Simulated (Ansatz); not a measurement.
**Relaxing a trial structure of C3H5FO2Si**

The starting geometry of this gas-phase singlet was optimised with GFN2-xTB; its bonds are those of `FC1=COCO[SiH2]1`.

```yaml
atoms:
  - { symbol: C, position_ang: [0.3142, 1.0160, -0.1548] }
  - { symbol: C, position_ang: [0.9545, -0.0142, -0.7114] }
  - { symbol: C, position_ang: [-1.0007, -1.0539, -1.5476] }
  - { symbol: F, position_ang: [1.0450, 1.8412, 0.6434] }
  - { symbol: O, position_ang: [0.3961, -0.9482, -1.5217] }
  - { symbol: O, position_ang: [-1.6787, 0.1378, -1.7050] }
  - { symbol: Si, position_ang: [-1.4728, 1.3649, -0.6292] }
  - { symbol: H, position_ang: [2.0128, -0.1979, -0.5727] }
  - { symbol: H, position_ang: [-1.3352, -1.5519, -0.6205] }
  - { symbol: H, position_ang: [-1.2245, -1.6928, -2.4086] }
  - { symbol: H, position_ang: [-1.6639, 2.5357, -1.4642] }
  - { symbol: H, position_ang: [-2.3641, 1.2284, 0.5234] }
```

**Question.** Where would you expect an optimisation with B3LYP-D3(BJ)/def2-SVP to take it?

**Answer.** It keeps its bonds, and is `FC1=COCO[SiH2]1`.

The energy falls by 0.14 eV over 8 steps:

| step | E − E(last) (eV) |
| --- | --- |
| 1 | 0.138 |
| 2 | 0.027 |
| 3 | 0.007 |
| 4 | 0.001 |
| 5 | 0.000 |
| 6 | 0.000 |
| 7 | 0.000 |
| 8 | 0.000 |

Final geometry (Å):

```json
{"atom": "C", "x (Å)": "0.2921", "y (Å)": "0.9791", "z (Å)": "-0.1559"}
{"atom": "C", "x (Å)": "0.9630", "y (Å)": "-0.0210", "z (Å)": "-0.7609"}
{"atom": "C", "x (Å)": "-0.9925", "y (Å)": "-1.0822", "z (Å)": "-1.5471"}
{"atom": "F", "x (Å)": "0.9613", "y (Å)": "1.7661", "z (Å)": "0.7232"}
{"atom": "O", "x (Å)": "0.4107", "y (Å)": "-0.9063", "z (Å)": "-1.6289"}
{"atom": "O", "x (Å)": "-1.7137", "y (Å)": "0.0949", "z (Å)": "-1.7443"}
{"atom": "Si", "x (Å)": "-1.4684", "y (Å)": "1.3592", "z (Å)": "-0.6526"}
{"atom": "H", "x (Å)": "2.0339", "y (Å)": "-0.1831", "z (Å)": "-0.6013"}
{"atom": "H", "x (Å)": "-1.2196", "y (Å)": "-1.5216", "z (Å)": "-0.5525"}
{"atom": "H", "x (Å)": "-1.2476", "y (Å)": "-1.7922", "z (Å)": "-2.3450"}
{"atom": "H", "x (Å)": "-1.6095", "y (Å)": "2.6377", "z (Å)": "-1.3921"}
{"atom": "H", "x (Å)": "-2.4267", "y (Å)": "1.3346", "z (Å)": "0.4884"}
```

No frequencies were run, so the end isn't proven a minimum. Run with Ansatz 0.2.0, 32 s on 2 threads of Intel(R) Xeon(R) Processor, with other jobs on the host.
